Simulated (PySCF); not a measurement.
Species: C₅H₇BCl₂.
InChI=1S/C5H7BCl2/c7-6(8)4-5-2-1-3-5/h4H,1-3H2

Level: wB97X-D/def2-SVPD in PySCF, non-relativistic, on one gas-phase PBE0-D3(BJ)/def2-SVP geometry that isn't relaxed in the solvent. The solvent is an IEF-PCM continuum (Bondi radii, 1.10 Å for H, scaled by 1.2), and excitations are vertical TDDFT with non-equilibrium linear response and a frozen core. The model holds no explicit solvent molecules, cavitation or dispersion.

Gas-phase singlets (H = HOMO, L = LUMO):

| state | E (eV) | λ (nm) | f | leading configuration |
| --- | --- | --- | --- | --- |
| S1 | 5.344 | 232 | 0.471 | H→L 98% |
| S2 | 5.516 | 225 | 0.000 | H-1→L 78% |
| S3 | 5.831 | 213 | 0.000 | H-2→L 77% |
| S4 | 6.409 | 193 | 0.000 | H-4→L 86% |
| S5 | 6.746 | 184 | 0.094 | H-3→L 95% |

Q: How does the list change in chloroform (ε = 4.711)?

A: 
```
state  E (eV)  λ (nm)      f  leading configuration  change by rank (eV)
   S1   5.134     242  0.561                H→L 98%               -0.210
   S2   5.485     226  0.000              H-1→L 90%               -0.031
   S3   5.980     207  0.000              H-2→L 91%               +0.149
   S4   6.322     196  0.000              H-3→L 87%               -0.087
   S5   6.842     181  0.127              H-4→L 95%               +0.096
```

Q: Give the list for dichloromethane (ε = 8.93), n² = 2.03.

A: 
```tsv
state	E (eV)	λ (nm)	f	leading configuration	change by rank (eV)
S1	5.125	242	0.558	H→L 98%	-0.219
S2	5.477	226	0.000	H-1→L 91%	-0.039
S3	6.008	206	0.000	H-2→L 92%	+0.177
S4	6.307	197	0.000	H-3→L 87%	-0.102
S5	6.854	181	0.000	H-5→L 82%	+0.108
```

Q: The ground-state energy changes by -0.100 eV from gas to dichloromethane. By how much does the total energy of gas-phase S1 change?

A: E(S1) = E(S0) + excitation energy, so it changes by -0.100 − 0.219 = -0.319 eV: it is lowered more than the ground state, which is what a red shift means. This is the vertical state, with the slow part of the continuum still set for S0.

Q: How do the frontier levels move from gas to dichloromethane?

A: 
```json
{"orbital": "LUMO+2", "gas (eV)": "2.47", "solvent (eV)": "2.69", "change (eV)": "+0.22"}
{"orbital": "LUMO+1", "gas (eV)": "1.63", "solvent (eV)": "1.60", "change (eV)": "-0.03"}
{"orbital": "LUMO", "gas (eV)": "-0.21", "solvent (eV)": "-0.16", "change (eV)": "+0.05"}
{"orbital": "HOMO", "gas (eV)": "-9.52", "solvent (eV)": "-9.40", "change (eV)": "+0.12"}
{"orbital": "HOMO-1", "gas (eV)": "-10.53", "solvent (eV)": "-10.47", "change (eV)": "+0.06"}
{"orbital": "HOMO-2", "gas (eV)": "-10.70", "solvent (eV)": "-10.84", "change (eV)": "-0.14"}
{"orbital": "HOMO-3", "gas (eV)": "-11.12", "solvent (eV)": "-11.22", "change (eV)": "-0.10"}
```

The HOMO–LUMO gap goes from 9.32 to 9.24 eV. Rows go by rank; for HOMO-3, HOMO-2, HOMO-1 and LUMO+2 the atom shares or the degeneracy differ between the runs, so the row needn't follow one orbital.

Conformer computed: `[Cl:1][B:2]([Cl:3])[CH:4]=[C:5]1[CH2:6][CH2:7][CH2:8]1`: Cl1–B2–C4–C5 180°.

Note: wB97X-D ran without an empirical dispersion term, which enters the total energy and its gradient alone.
